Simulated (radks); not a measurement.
The carbon anion C4-, [Ne], held by a Watson sphere: a shell of charge +4 at radius R that stands for the Madelung well of a crystal (potential energy -4/R inside, -4/r outside, in hartree with lengths in bohr). Calculated with a radial shooting solver on a logarithmic mesh with Libxc functionals: scalar-relativistic Kohn-Sham, r2SCAN, spin-unpolarised, spherical densities, finite nucleus; meta-GGA in the generalised Kohn-Sham scheme; Fermi nuclear charge, rms radius of each element as measured or else 0.836 A^(1/3) + 0.57 fm.

R (bohr)  e(1s) (eV)  e(2s) (eV)  e(2p) (eV)  <r> 2p (bohr)  sum of <r^2> (bohr^2)  X-ray form factor at sin(theta)/lambda = 0.1 1/angstrom
1.98         -269.71     -17.059      -7.994          1.957                  35.37                                                    7.829
2.51         -271.28     -14.634      -6.429          2.261                  46.36                                                    7.321
2.72         -271.74     -13.886      -5.925          2.381                  51.08                                                    7.128
3.12         -272.39     -12.754      -5.119          2.612                  60.71                                                    6.778

Estimate the row for R = 1.62 bohr.

Answer. e(1s) (eV) -268.62; e(2s) (eV) -19.127; e(2p) (eV) -9.334; <r> 2p (bohr) 1.747; sum of <r^2> (bohr^2) 28.59; X-ray form factor at sin(theta)/lambda = 0.1 1/angstrom 8.183.
